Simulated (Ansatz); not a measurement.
Consider the ligand exchange at a B–C bond: `B[CH2][GaH][CH3]` + `[SiH3]S` → `BS[SiH3]` + `[CH3][GaH][CH3]`.

Gas-phase electronic energies from Ansatz, PBE0-D4/def2-TZVP geometries. CCSD(T)/CBS adds triple-zeta CCSD(T) − MP2 to the extrapolated MP2 energy (def2 sets, frozen cores). Functionals use def2-TZVPP. For Ga outer-core shells are correlated without core-valence functions, which leaves a few kJ/mol of doubt a bond. Scalar relativity is left out up to krypton. One conformer a species, not always the lowest.

| level | ΔE (kJ/mol) | difference from CCSD(T)/CBS |
| --- | --- | --- |
| r2SCAN-D4 | -52.1 | -0.8 |
| ωB97X-V | -52.0 | -0.7 |
| ωB97M-V | -49.9 | 1.4 |
| B2PLYP | -53.0 | -1.7 |
| PBE | -52.9 | -1.6 |
| r2SCAN | -52.4 | -1.1 |
| PBE0 | -52.0 | -0.7 |
| HF/def2-TZVPP | -52.4 | -1.1 |
| SCS-MP2/def2-TZVPP | -51.9 | -0.6 |
| HF/def2-QZVPP | -52.0 | -0.7 |
| CCSD(T)/CBS | -51.3 | 0 |

Largest T1 diagnostic among the species: 0.014.
